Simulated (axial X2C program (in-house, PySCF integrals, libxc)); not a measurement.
Ω levels of ISmI from open-shell CI on f6 s0

Computed with an axial X2C code built on PySCF integrals: two-component X2C with atomic mean-field Coulomb and Gaunt terms, basis I dyall-v4z, Sm dyall-v4z (cores contracted in-house). Orbitals come from Hartree–Fock averaged over the configuration Sm f6 s0; CI then distributes these electrons over the f, s shells of Sm.

I–Sm–I held linear, both bonds 3.093 Å (near the minimum of the configuration average).

Active spinors (ω > 0):

```csv
shell,ω,ε (eV),character
f,5/2,2.45,100% Sm f
f,3/2,2.56,100% Sm f
f,1/2,2.62,100% Sm f
f,7/2,2.86,100% Sm f
f,5/2,2.95,100% Sm f
f,3/2,3.02,100% Sm f
f,1/2,3.05,100% Sm f
s,1/2,0.98,"84% Sm s, 9% Sm d"
```

Lowest levels of this model:

```json
{"Ω": "0", "energy (cm⁻¹)": "0", "g∥": "0.00", "configuration": "100% f6"}
{"Ω": "1", "energy (cm⁻¹)": "149", "g∥": "3.97", "configuration": "100% f6"}
{"Ω": "2", "energy (cm⁻¹)": "593", "g∥": "7.42", "configuration": "100% f6"}
{"Ω": "0", "energy (cm⁻¹)": "806", "g∥": "0.00", "configuration": "100% f6"}
{"Ω": "1", "energy (cm⁻¹)": "1032", "g∥": "3.80", "configuration": "100% f6"}
{"Ω": "3", "energy (cm⁻¹)": "1330", "g∥": "10.48", "configuration": "100% f6"}
{"Ω": "0", "energy (cm⁻¹)": "1371", "g∥": "0.00", "configuration": "100% f6"}
{"Ω": "2", "energy (cm⁻¹)": "1581", "g∥": "6.69", "configuration": "100% f6"}
{"Ω": "1", "energy (cm⁻¹)": "1761", "g∥": "3.20", "configuration": "100% f6"}
{"Ω": "0", "energy (cm⁻¹)": "1909", "g∥": "0.00", "configuration": "100% f6"}
{"Ω": "4", "energy (cm⁻¹)": "2375", "g∥": "13.06", "configuration": "100% f6"}
{"Ω": "3", "energy (cm⁻¹)": "2377", "g∥": "9.46", "configuration": "100% f6"}
{"Ω": "2", "energy (cm⁻¹)": "2448", "g∥": "6.15", "configuration": "100% f6"}
{"Ω": "0", "energy (cm⁻¹)": "2484", "g∥": "0.00", "configuration": "100% f6"}
{"Ω": "1", "energy (cm⁻¹)": "2496", "g∥": "2.53", "configuration": "100% f6"}
{"Ω": "0", "energy (cm⁻¹)": "3179", "g∥": "0.00", "configuration": "100% f6"}
{"Ω": "2", "energy (cm⁻¹)": "3276", "g∥": "5.16", "configuration": "100% f6"}
{"Ω": "3", "energy (cm⁻¹)": "3396", "g∥": "8.45", "configuration": "100% f6"}
{"Ω": "4", "energy (cm⁻¹)": "3517", "g∥": "12.01", "configuration": "100% f6"}
{"Ω": "5", "energy (cm⁻¹)": "3618", "g∥": "15.59", "configuration": "100% f6"}
{"Ω": "0", "energy (cm⁻¹)": "3855", "g∥": "0.00", "configuration": "100% f6"}
{"Ω": "3", "energy (cm⁻¹)": "4351", "g∥": "7.58", "configuration": "100% f6"}
{"Ω": "4", "energy (cm⁻¹)": "4596", "g∥": "10.88", "configuration": "100% f6"}
{"Ω": "5", "energy (cm⁻¹)": "4842", "g∥": "14.37", "configuration": "100% f6"}
{"Ω": "6", "energy (cm⁻¹)": "5085", "g∥": "17.97", "configuration": "100% f6"}
```

g∥ is the magnitude of 2⟨Lz + ge Sz⟩ for the +Ω component.

This point took 23 s on 1 thread of Arm Neoverse V1, with other jobs on the host.

Dynamic correlation is missing, so gaps between terms are too wide and other configurations may lie lower; the lowest level listed is that of this model, not necessarily the ground state. At most 4 roots were kept for each Ω > 0 (twice that for Ω = 0) within 2.2 eV of the lowest, so higher up levels can be missing between those listed; levels with Ω > 0 are doubly degenerate and listed once, Ω = 0 levels singly. States that fill the shells left empty in the average are placed too high. The molecule was held linear; bending was not examined.
